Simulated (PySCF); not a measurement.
Energy of Rh(2+) (rhodium, charge +2) between two integer charges

The 4d beta orbital of [Kr] 4d7 is emptied in steps (occupation f), with all orbitals relaxed, ending at [Kr] 4d6. All numbers are calculated (PySCF 2.14, scalar relativity through the core potential, in def2-TZVP with the def2 core potential (28 electrons) (6s4p3d1f, 40 functions)). The exact energy is a straight line in f; departures are measured from the line between the end points of the same method.

Problem. Among PBE0, r2SCAN, LC-wPBE, which shows the largest delocalisation error (convex curve), and which is closest to linear?

Solution. Most convex: r2SCAN (-1.515 eV at f = 0.5); closest to linear: LC-wPBE (-0.395 eV).

```tsv
f	PBE0 (eV)	r2SCAN (eV)	LC-wPBE (eV)
1	0.000	0.000	0.000
0.9	-0.403	-0.545	-0.141
0.7	-0.942	-1.273	-0.331
0.5	-1.124	-1.515	-0.395
0.3	-0.945	-1.271	-0.332
0.1	-0.405	-0.543	-0.142
0	0.000	0.000	0.000
```

| method | E(f=0) − E(f=1) (eV) | −ε at f=1 (eV) | −ε at f=0.5 (eV) |
| --- | --- | --- | --- |
| PBE0 | 31.070 | 26.600 | 31.063 |
| r2SCAN | 30.924 | 24.875 | 30.928 |
| LC-wPBE | 31.031 | 29.466 | 31.026 |

Reference removal energy between the ground levels: 31.06 eV (semi-empirical (NIST evaluation); NIST Atomic Spectra Database, ionization energies). The calculation has no spin-orbit coupling. The determinant left behind need not be the lowest term of the ion.
